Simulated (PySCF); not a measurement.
## The 16-electron isoelectronic series, spin-free X2C

All values are computed (PySCF 2.14, energy differences of UHF-based or UKS calculations, no spin-orbit coupling). Each ion has its own even-tempered basis scaled to its charge (23s15p6d5f for the first); frozen: 1s2. Ionisation energies in eV, correlation energies of the ion in mhartree.

| ion | configuration | UHF | LDA | PBE | PBE0 | r2SCAN | MP2 (outer shells) | E_corr MP2 | NIST (with spin-orbit, Breit and QED) |
| --- | --- | --- | --- | --- | --- | --- | --- | --- | --- |
| Ar²⁺ | [Ne] 3s2 3p4 (3P) | 39.350 | 40.837 | 40.707 | 40.703 | 40.669 | 40.093 | -460.7 | 40.735 ± 0.012 (s) |
| K³⁺ | [Ne] 3s2 3p4 (3P) | 59.464 | 61.027 | 60.897 | 60.893 | 60.855 | 60.247 | -470.4 | 60.917 ± 0.019 (s) |
| Ca⁴⁺ | [Ne] 3s2 3p4 (3P) | 82.796 | 84.431 | 84.314 | 84.303 | 84.252 | 83.617 | -479.0 | 84.34 ± 0.08 (s) |
| Sc⁵⁺ | [Ne] 3s2 3p4 (3P) | 109.32 | 111.03 | 110.91 | 110.89 | 110.86 | 110.15 | -484.8 | 110.68 ± 0.05 (s) |
| Ti⁶⁺ | [Ne] 3s2 3p4 (3P) | 138.99 | 140.77 | 140.66 | 140.63 | 140.57 | 139.85 | -491.3 | 140.68 ± 0.18 (s) |
| V⁷⁺ | [Ne] 3s2 3p4 (3P) | 171.77 | 173.61 | 173.52 | 173.49 | 173.39 | 172.65 | -495.7 | 173.55 ± 0.21 (s) |
| Cr⁸⁺ | [Ne] 3s2 3p4 (3P) | 207.66 | 209.56 | 209.48 | 209.44 | 209.36 | 208.55 | -500.0 | 209.5 ± 0.3 (s) |
| Mn⁹⁺ | [Ne] 3s2 3p4 (3P) | 246.67 | 248.62 | 248.55 | 248.50 | 248.42 | 247.57 | -505.3 | 248.6 ± 0.3 (s) |
| Fe¹⁰⁺ | [Ne] 3s2 3p4 (3P) | 288.79 | 290.79 | 290.73 | 290.67 | 290.59 | 289.70 | -508.7 | 290.9 ± 0.4 (s) |
| Co¹¹⁺ | [Ne] 3s2 3p4 (3P) | 334.01 | 336.07 | 336.01 | 335.94 | 335.89 | 334.94 | -512.6 | 336.1 ± 0.4 (s) |

Each ion has its own basis, which adds noise of up to about 0.1 % along the series.

NIST values marked (s) are semi-empirical, (t) theoretical. Open shells are high-spin determinants of the terms that Hund's rules give.
